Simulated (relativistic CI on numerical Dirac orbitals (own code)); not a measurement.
**Spin-allowed bands of a d7 ion in an octahedral site, by hand**

Problem. Take Δ = 11100 cm⁻¹ and B = 720 cm⁻¹ for a high-spin d7 ion in an octahedral site. Calculate the three spin-allowed bands.

Working.
1. The terms of highest spin are 4F (energy 0) and 4P (15B = 10800 cm⁻¹). Here the F term splits into A2 at +1.2Δ = 13320, T2 at +0.2Δ = 2220 and T1 at −0.6Δ = -6660 cm⁻¹.
2. The two T1 states mix through the element 0.4Δ: H = [[-6660, 4440], [4440, 10800]], with roots ½(H₁₁ + H₂₂) ∓ ½√[(H₂₂ − H₁₁)² + 4H₁₂²] = ½(4140) ∓ ½(19588) = -7724 and 11864 cm⁻¹.
3. The ground term is 4T1 at -7724 cm⁻¹.
4. Bands: 4T2 9944 cm⁻¹ (1006 nm), 4T1(P) 19588 cm⁻¹ (511 nm), 4A2 21044 cm⁻¹ (475 nm).

Check. Exact diagonalisation of the whole d7 shell with these parameters gives 4T2 9944, 4T1 19588, 4A2 21044 cm⁻¹. The match is exact, since without spin-orbit coupling no other term has this spin. The ratio of the second band to the first, 1.970, depends on Δ/B = 15.4 alone, which is how a Tanabe-Sugano diagram is read.
